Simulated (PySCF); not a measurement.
Si(Cl)(Br)(OH)(OMe) (CH4BrClO2Si), SMILES Cl[Si](Br)(O)OC. Atoms are numbered in the order given.

```xyz
10

C     -2.3699    -0.0847    -1.4087
O     -1.2890     0.7569    -1.0442
Si     0.1804     0.2687    -0.5335
O      0.9095    -0.5852    -1.7355
Cl     1.2436     1.9504    -0.0368
Br    -0.0041    -1.0239     1.2812
H     -2.1050    -0.7247    -2.2670
H     -2.6751    -0.7283    -0.5658
H     -3.2186     0.5548    -1.6904
H      1.7310    -1.0494    -1.5337
```
Charge 0, spin multiplicity 1.

Geometry: B3LYP-D3(BJ)/def2-SVP. One conformer was computed; it need not be the lowest.

The numbers are results of M06-2X/def2-TZVP (PySCF), not measurements.

Gas-phase values at a fixed geometry.

Q: Estimate the frontier levels, gap, dipole moment and polarisability. (Estimate from the structure and the level; the computed values follow.)

A: 
```yaml
highest_occupied_level: -9.92 eV
lowest_empty_level: 0.80 eV
orbital_gap: 10.72 eV
dipole_moment: 0.367 e·Å
quadrupole, principal values (traceless, Buckingham form, about the centre of nuclear charge): -7.36, -1.93, 9.28 D·Å
mean_static_polarisability: 71.0 bohr³ (10.52 Å³)
polarisability_principal_values: 61.5, 73.5, 77.9 bohr³
```
